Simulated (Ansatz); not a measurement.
Ansatz (a first-principles code) input (HF/3-21G): The .json file is the Basis Set Exchange's 3-21G.

Ansatz 0.2 input:
```yaml
crystal:
  periodic: [false, false, false]
  atoms:
    - {symbol: Si, position_ang: [0.24435597, -0.14972705, 0.37533851]}
    - {symbol: F, position_ang: [-0.91194375, -0.94979170, -0.42592729]}
    - {symbol: F, position_ang: [0.38490471, 1.27273042, -0.38362138]}
    - {symbol: H, position_ang: [1.50687628, -0.88447898, 0.27381372]}
    - {symbol: H, position_ang: [-0.18450842, 0.07420925, 1.75738521]}
basis:
  gaussian:
    orbitals: 3-21G.json
hamiltonian:
  xc: {name: HF}
phonons: {temperatures: {t_min: 298.15, t_max: 298.15, t_step: 100}}
```

Output:

```
Functional definition: HF
integrals: 0.00 GiB planned
390 factors; integrals over basis functions are off by at most 2.4e-4 eV
mean field: 0.06 GiB planned
mean field evaluation 1: about -13235.6309 eV, gradient 3.1e1 eV
mean field evaluation 2: about -13235.7528 eV, gradient 3.2e1 eV
mean field evaluation 4: about -13237.5906 eV, gradient 1.3e0 eV
mean field evaluation 8: about -13237.6112 eV, gradient 2.4e-5 eV
mean field -13237.61119704 eV, -486.4732387160 hartree, gradient 7.6e-5 eV, S^2 0.000000; 0 other end points of the search recorded, 0 dependent functions left out
the calculation of the forces begins
reference -13237.61119704 eV, -486.4732387160 hartree; 17, 17 occupied and 18, 18 virtual orbitals, 390 factors
these checks for a lower state are left out or cut short: stability, starts, cluster_reference, orbital_swaps, neighbouring_geometries, increment
integrals: 0.00 GiB planned
390 factors; integrals over basis functions are off by at most 2.4e-4 eV
mean field: 0.06 GiB planned
mean field evaluation 16: about -13237.6110 eV, gradient 2.3e-3 eV
mean field -13237.61104075 eV, -486.4732329724 hartree, gradient 4.8e-6 eV, S^2 0.000000; 0 other end points of the search recorded, 0 dependent functions left out
the calculation of the forces begins
reference -13237.61104075 eV, -486.4732329724 hartree; 17, 17 occupied and 18, 18 virtual orbitals, 390 factors
these checks for a lower state are left out or cut short: stability, starts, cluster_reference, orbital_swaps, neighbouring_geometries, increment
integrals: 0.00 GiB planned
390 factors; integrals over basis functions are off by at most 2.4e-4 eV
mean field: 0.06 GiB planned
mean field -13237.61104003 eV, -486.4732329461 hartree, gradient 4.8e-6 eV, S^2 0.000000; 0 other end points of the search recorded, 0 dependent functions left out
the calculation of the forces begins
reference -13237.61104003 eV, -486.4732329461 hartree; 17, 17 occupied and 18, 18 virtual orbitals, 390 factors
these checks for a lower state are left out or cut short: stability, starts, cluster_reference, orbital_swaps, neighbouring_geometries, increment
integrals: 0.00 GiB planned
390 factors; integrals over basis functions are off by at most 2.4e-4 eV
mean field: 0.06 GiB planned
mean field evaluation 32: about -13237.4036 eV, gradient 2.8e-3 eV
mean field -13237.61110135 eV, -486.4732351996 hartree, gradient 4.8e-6 eV, S^2 0.000000; 0 other end points of the search recorded, 0 dependent functions left out
the calculation of the forces begins
reference -13237.61110135 eV, -486.4732351996 hartree; 17, 17 occupied and 18, 18 virtual orbitals, 390 factors
these checks for a lower state are left out or cut short: stability, starts, cluster_reference, orbital_swaps, neighbouring_geometries, increment
integrals: 0.00 GiB planned
390 factors; integrals over basis functions are off by at most 2.4e-4 eV
mean field: 0.06 GiB planned
mean field -13237.61110212 eV, -486.4732352278 hartree, gradient 4.8e-6 eV, S^2 0.000000; 0 other end points of the search recorded, 0 dependent functions left out
the calculation of the forces begins
reference -13237.61110212 eV, -486.4732352278 hartree; 17, 17 occupied and 18, 18 virtual orbitals, 390 factors
these checks for a lower state are left out or cut short: stability, starts, cluster_reference, orbital_swaps, neighbouring_geometries, increment
integrals: 0.00 GiB planned
390 factors; integrals over basis functions are off by at most 2.4e-4 eV
mean field: 0.06 GiB planned
mean field -13237.61116959 eV, -486.4732377073 hartree, gradient 4.8e-6 eV, S^2 0.000000; 0 other end points of the search recorded, 0 dependent functions left out
the calculation of the forces begins
reference -13237.61116959 eV, -486.4732377073 hartree; 17, 17 occupied and 18, 18 virtual orbitals, 390 factors
these checks for a lower state are left out or cut short: stability, starts, cluster_reference, orbital_swaps, neighbouring_geometries, increment
integrals: 0.00 GiB planned
390 factors; integrals over basis functions are off by at most 2.4e-4 eV
mean field: 0.06 GiB planned
mean field evaluation 64: about -13237.6112 eV, gradient 1.9e-2 eV
mean field -13237.61117005 eV, -486.4732377241 hartree, gradient 4.8e-6 eV, S^2 0.000000; 0 other end points of the search recorded, 0 dependent functions left out
the calculation of the forces begins
reference -13237.61117005 eV, -486.4732377241 hartree; 17, 17 occupied and 18, 18 virtual orbitals, 390 factors
these checks for a lower state are left out or cut short: stability, starts, cluster_reference, orbital_swaps, neighbouring_geometries, increment
integrals: 0.00 GiB planned
390 factors; integrals over basis functions are off by at most 2.4e-4 eV
mean field: 0.06 GiB planned
mean field -13237.61112964 eV, -486.4732362393 hartree, gradient 4.8e-6 eV, S^2 0.000000; 0 other end points of the search recorded, 0 dependent functions left out
the calculation of the forces begins
reference -13237.61112964 eV, -486.4732362393 hartree; 17, 17 occupied and 18, 18 virtual orbitals, 390 factors
these checks for a lower state are left out or cut short: stability, starts, cluster_reference, orbital_swaps, neighbouring_geometries, increment
integrals: 0.00 GiB planned
390 factors; integrals over basis functions are off by at most 2.4e-4 eV
mean field: 0.06 GiB planned
mean field -13237.61113223 eV, -486.4732363343 hartree, gradient 4.8e-6 eV, S^2 0.000000; 0 other end points of the search recorded, 0 dependent functions left out
the calculation of the forces begins
reference -13237.61113223 eV, -486.4732363343 hartree; 17, 17 occupied and 18, 18 virtual orbitals, 390 factors
these checks for a lower state are left out or cut short: stability, starts, cluster_reference, orbital_swaps, neighbouring_geometries, increment
integrals: 0.00 GiB planned
390 factors; integrals over basis functions are off by at most 2.4e-4 eV
mean field: 0.06 GiB planned
mean field evaluation 96: about -13237.6112 eV, gradient 1.2e-6 eV
mean field -13237.61118717 eV, -486.4732383533 hartree, gradient 4.8e-6 eV, S^2 0.000000; 0 other end points of the search recorded, 0 dependent functions left out
the calculation of the forces begins
reference -13237.61118717 eV, -486.4732383533 hartree; 17, 17 occupied and 18, 18 virtual orbitals, 390 factors
these checks for a lower state are left out or cut short: stability, starts, cluster_reference, orbital_swaps, neighbouring_geometries, increment
integrals: 0.00 GiB planned
390 factors; integrals over basis functions are off by at most 2.4e-4 eV
mean field: 0.06 GiB planned
mean field -13237.61118845 eV, -486.4732384005 hartree, gradient 4.8e-6 eV, S^2 0.000000; 0 other end points of the search recorded, 0 dependent functions left out
the calculation of the forces begins
reference -13237.61118845 eV, -486.4732384005 hartree; 17, 17 occupied and 18, 18 virtual orbitals, 390 factors
Total energy: -13237.61119704 eV, -486.4732387160 hartree
Atom 0 at     0.244356    -0.149727     0.375339 Å, force     0.000071    -0.000043     0.000109 eV/Å
Atom 1 at    -0.911944    -0.949792    -0.425927 Å, force    -0.000063    -0.000130     0.000011 eV/Å
Atom 2 at     0.384905     1.272730    -0.383621 Å, force     0.000081     0.000119     0.000016 eV/Å
Atom 3 at     1.506876    -0.884479     0.273814 Å, force    -0.000533     0.000304     0.000360 eV/Å
Atom 4 at    -0.184508     0.074209     1.757385 Å, force     0.000444    -0.000250    -0.000497 eV/Å
Dipole moment:     0.262744    -0.160994     0.403583 e Å
Vibrations: 340.86 781.49 804.63 934.49 995.63 1040.63 1125.87 2430.25 2435.44 cm⁻¹, zero-point energy 0.675049 eV
```

The blocks after the first are displaced geometries, from whose forces the wavenumbers follow.
